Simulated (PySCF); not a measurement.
## Correlation energy of F⁺ (fluorine, charge +1)

[He] 2s1 2p5, high-spin 3P determinant (an excited configuration). Computed with PySCF 2.14 in dyall-av3z, with the non-relativistic Hamiltonian (point nucleus). Frozen: 1s2; 6 electrons correlated; the 14 highest virtual orbitals of each spin left out.

```csv
level,correlation energy (mhartree)
CCSD,-209.66
(T),-5.54
CCSD(T),-215.20
```

Diagnostics: T1 = 0.0066, D1 = 0.0142, largest double amplitude 0.049.

Cost of the coupled-cluster step: of the order of 5 core-seconds, for 6 correlated electrons.

Iterations:

```
CC2 = 0
CCSD nocc = (np.int64(4), np.int64(2)), nmo = (56, 56)
frozen orbitals [[0, 57, 58, 59, 60, 61, 62, 63, 64, 65, 66, 67, 68, 69, 70], [0, 57, 58, 59, 60, 61, 62, 63, 64, 65, 66, 67, 68, 69, 70]]
max_cycle = 100
direct = 0
conv_tol = 1e-08
conv_tol_normt = 1e-06
diis_space = 8
diis_start_cycle = 0
Init t2, MP2 energy = -0.185380537103296
Init E_corr(UCCSD) = -0.18538053710379
cycle = 1  E_corr(UCCSD) = -0.200258877875976  dE = -0.0148783408  norm(t1,t2) = 0.0426226
cycle = 2  E_corr(UCCSD) = -0.205042043385823  dE = -0.00478316551  norm(t1,t2) = 0.0224922
cycle = 3  E_corr(UCCSD) = -0.209700248746097  dE = -0.00465820536  norm(t1,t2) = 0.0132925
cycle = 4  E_corr(UCCSD) = -0.209589972329829  dE = 0.000110276416  norm(t1,t2) = 0.00330331
cycle = 5  E_corr(UCCSD) = -0.209616898871702  dE = -2.69265419e-05  norm(t1,t2) = 0.00140744
cycle = 6  E_corr(UCCSD) = -0.209669364169358  dE = -5.24652977e-05  norm(t1,t2) = 0.000625311
cycle = 7  E_corr(UCCSD) = -0.209656606304398  dE = 1.2757865e-05  norm(t1,t2) = 0.000125929
cycle = 8  E_corr(UCCSD) = -0.209659433509863  dE = -2.82720547e-06  norm(t1,t2) = 3.55038e-05
cycle = 9  E_corr(UCCSD) = -0.209659525059817  dE = -9.15499535e-08  norm(t1,t2) = 1.14615e-05
cycle = 10  E_corr(UCCSD) = -0.209659146631179  dE = 3.78428638e-07  norm(t1,t2) = 3.55e-06
cycle = 11  E_corr(UCCSD) = -0.209659023502615  dE = 1.23128564e-07  norm(t1,t2) = 1.19695e-06
cycle = 12  E_corr(UCCSD) = -0.209659087020369  dE = -6.35177548e-08  norm(t1,t2) = 4.09311e-07
cycle = 13  E_corr(UCCSD) = -0.209659109891467  dE = -2.28710972e-08  norm(t1,t2) = 9.85386e-08
cycle = 14  E_corr(UCCSD) = -0.209659111384053  dE = -1.49258605e-09  norm(t1,t2) = 3.12349e-08
UCCSD converged
E(UCCSD) = -98.25292440148317  E_corr = -0.2096591113840526
UCCSD(T) correction = -0.0055442528501451
```
